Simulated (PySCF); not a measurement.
Saddle point of GaH4Cl, singlet (GaH₃ + HCl → GaH₂Cl ([Cl][GaH2]) + H₂; bonds formed: Ga1–Cl6, H2–H5; bonds broken: Ga1–H2, H5–Cl6), PBE0-D4/def2-TZVP structure:

Ga1  (-0.433, 0.533, 0.156)
H2  (0.488, 0.198, -1.209)
H3  (0.260, 1.564, 1.087)
H4  (-1.918, 0.119, -0.030)
H5  (0.807, -0.763, -0.588)
Cl6  (0.796, -1.651, 0.583)
(Å)

Energies are electronic, without zero-point energy. Barriers and step energies count from the start structure reached by relaxing down the imaginary mode; all methods use the PBE0-D4 structures, on which another method's saddle can fall below an end. Computed with PySCF 2.14 with density fitting (its default auxiliary sets; JK sets also for MP2 and CCSD(T)) (basis: def2-TZVPP, with def2-QZVPP for the basis limit); correlated methods freeze the cores. Filled d shells of the heavier atoms are correlated. The def2 sets are not built for correlating such inner shells, so the correlated values are less sure here. B3LYP uses VWN-RPA correlation. Extrapolation: Hartree–Fock as exp(−7.88 √X), correlation as X^−2.97.

| method | barrier (kcal/mol) | step energy (kcal/mol) |
| --- | --- | --- |
| SPW92 | -1.69 | -19.33 |
| PBE-D4 | 2.19 | -22.39 |
| r2SCAN-D4 | ? | -23.54 |
| PBE0-D4 | ? | -22.64 |
| B3LYP-D4 | 6.76 | -23.22 |
| BHLYP-D4 | ? | -23.61 |
| wB97M-V | 8.62 | -22.54 |
| HF | 17.38 | -24.91 |
| MP2 | 7.99 | -24.13 |
| CCSD | 10.89 | -22.28 |
| CCSD(T) | 9.24 | -22.42 |

Question: Fill in the withheld barriers. (Judge from chemistry; the value comes from the calculation.)

Answer: By the calculation: r2SCAN-D4 3.38; BHLYP-D4 9.95; PBE0-D4 4.79 kcal/mol. Each is the energy of the saddle less that of the start structure, by the same method.

For comparison, the barrier by CCSD(T) at an estimated basis limit (MP2 extrapolated from triple and quadruple zeta, plus CCSD(T) − MP2 in triple zeta) is 7.92 kcal/mol.

The T1 diagnostic stays at or below 0.013.

Labels in which every atom is bracketed show which atoms are joined, not bond orders.

For scale, one of the runs: CCSD(T)/def2-TZVPP, 146 basis functions, launched by `OMP_NUM_THREADS=4 python run.py`. Time: 86 s of wall clock on 4 CPU threads of an Arm Neoverse V2; the host was shared. Peak host memory: 0.99 GiB.
